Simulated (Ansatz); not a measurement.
Two structures of Si$_{2}$NH$_{8}$F, closed shell, reached by relaxing down either side of one saddle point (PBE0-D4/def2-TZVP). Energies are electronic, without zero-point energy. Ansatz 0.2.0; basis: def2-TZVPP and def2-QZVPP; cores frozen in the correlated methods. Extrapolation: Hartree–Fock as exp(−7.88 √X), correlation as X^−2.97. First:

```
12
angstrom
Si -0.6889 -0.2087 -0.9896
Si 0.6020 -1.3985 0.5858
H -0.5844 -0.9357 -2.2832
H -2.0958 -0.2465 -0.5085
N -0.2006 1.4164 -1.2515
H 0.0840 0.8997 1.9671
F -0.2054 1.7763 1.8497
H 0.5756 -0.7105 1.9250
H 0.1019 -2.7763 0.8452
H 2.0395 -1.4681 0.2066
H 0.5586 1.6070 -1.8852
H -0.1864 2.0447 -0.4614
```

Second:

Si1  (-1.376, 0.673, -1.041)
Si2  (1.142, -1.424, 1.431)
H3  (-1.276, -0.465, -1.979)
H4  (-2.548, 1.546, -1.273)
N5  (0.027, 1.614, -1.178)
H6  (1.132, -0.049, 1.986)
F7  (-1.601, 0.021, 0.411)
H8  (2.391, -2.111, 1.855)
H9  (-0.031, -2.189, 1.915)
H10  (1.125, -1.360, -0.054)
H11  (0.938, 1.195, -1.262)
H12  (0.077, 2.550, -0.812)
(Å)

**Question.** Which bonds change from the first to the second?

**Answer.** Si₂NH₇ ([NH2][SiH2][SiH3]) + HF → SiNH₄F ([NH2][SiH2][F]) + SiH₄; bonds formed: Si1–F7, Si2–H6; bonds broken: Si1–Si2, H6–F7.

**Question.** Give the saddle point's structure and its height above each. (An estimate is asked for; the value comes from the calculation.)

**Answer.** The calculation gives: 33.07 kcal/mol above the first and 70.13 kcal/mol above the second (CCSD(T) at an estimated basis limit (MP2 extrapolated from triple and quadruple zeta, plus CCSD(T) − MP2 in triple zeta)).
Si1  (-0.692, 0.246, -0.492)
Si2  (0.718, -1.359, 0.943)
H3  (-0.298, -0.841, -1.454)
H4  (-2.130, 0.022, -0.239)
N5  (-0.083, 1.610, -1.284)
H6  (-0.088, 0.264, 1.214)
F7  (-0.656, 1.297, 1.203)
H8  (1.113, -1.376, 2.383)
H9  (-0.131, -2.546, 0.670)
H10  (1.947, -1.391, 0.112)
H11  (0.348, 1.550, -2.188)
H12  (-0.048, 2.524, -0.867)
(Å)

The T1 diagnostic stays at or below 0.014.

Labels in which every atom is bracketed show which atoms are joined, not bond orders.

For scale, one of the runs: CCSD(T)/def2-TZVPP, 258 basis functions, launched by `ansatz run in.yaml --threads 4 --pin off --events-out ev --progress --plain --max-ram 9574MiB`. Time: 2.2 min of wall clock on 4 CPU threads of an Arm Neoverse V2; the host was shared. Peak host memory: 5.7 GiB.
